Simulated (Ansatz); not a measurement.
Coupled-cluster run, CH9NSi2, SMILES `NC([SiH3])[SiH3]`.

```yaml
crystal:
  periodic: [false, false, false]
  atoms:
    - {symbol: N, position_ang: [0.428071, 1.407129, -0.816894]}
    - {symbol: C, position_ang: [-0.383609, 0.379770, -0.142421]}
    - {symbol: Si, position_ang: [0.157964, 0.056945, 1.637381]}
    - {symbol: Si, position_ang: [-0.402938, -1.167991, -1.214652]}
    - {symbol: H, position_ang: [1.388315, 1.098697, -0.915049]}
    - {symbol: H, position_ang: [0.449372, 2.268037, -0.281987]}
    - {symbol: H, position_ang: [-1.426423, 0.722766, -0.121365]}
    - {symbol: H, position_ang: [-0.753356, -0.868852, 2.365188]}
    - {symbol: H, position_ang: [0.208796, 1.357766, 2.363813]}
    - {symbol: H, position_ang: [1.531046, -0.520438, 1.632427]}
    - {symbol: H, position_ang: [-1.065802, -0.907779, -2.518292]}
    - {symbol: H, position_ang: [1.002209, -1.593110, -1.465805]}
    - {symbol: H, position_ang: [-1.113348, -2.267642, -0.507444]}
basis:
  gaussian: {orbitals: def2-SVP}
correlation: {method: ccsd_t}
```

```sh
$ ansatz run in.yaml --threads 4 --pin off --events-out ev --progress --plain --max-ram 10444MiB
```

Output of Ansatz, abridged:

```
Functional definition: HF
1085 factors; integrals over basis functions are off by at most 1.3e-3 eV
mean field evaluation 1: about -18369.0399 eV, gradient 2.9e1 eV
mean field evaluation 2: about -18369.0416 eV, gradient 2.9e1 eV
mean field evaluation 4: about -18371.5773 eV, gradient 3.6e0 eV
mean field evaluation 8: about -18371.6234 eV, gradient 1.0e-4 eV
mean field -18371.62340565 eV, -675.1447074240 hartree, gradient 9.5e-7 eV, S^2 0.000000; 0 other end points of the search recorded, 0 dependent functions left out
12 core orbitals not correlated: weight in the atoms' cores, before any rotation towards them, 1.000 or more for the frozen orbitals, at most 0.000 for the correlated occupied ones
reference -18371.62340565 eV, -675.1447074240 hartree; 13, 13 occupied and 84, 84 virtual orbitals, 1085 factors
second order -14.27844483 eV of doubles, -0.00000000 eV of singles
cycle   1  -15.49261331 eV  change    -1.2e0 eV  update   9.0e-2
cycle   2  -16.01868575 eV  change   -5.3e-1 eV  update   2.8e-2
cycle   3  -16.07976531 eV  change   -6.1e-2 eV  update   1.0e-2
cycle   4  -16.07718012 eV  change    2.6e-3 eV  update   3.0e-3
cycle   5  -16.07660138 eV  change    5.8e-4 eV  update   1.1e-3
cycle   6  -16.07646360 eV  change    1.4e-4 eV  update   3.4e-4
cycle   7  -16.07632080 eV  change    1.4e-4 eV  update   1.2e-4
cycle   8  -16.07632042 eV  change    3.8e-7 eV  update   4.8e-5
cycle   9  -16.07632875 eV  change   -8.3e-6 eV  update   1.7e-5
perturbative correction -0.44147808 eV, -0.0162240203 hartree
Total energy: -18388.14121248 eV, -675.7517256290 hartree
```

Run time 1.9 s (4 threads of an Intel Xeon 6975P-C on a shared host); peak host memory 0.5 GiB.

The correlation energy is -16.518 eV, 2.7 % of it from (T); the T1 diagnostic reads 0.0105.
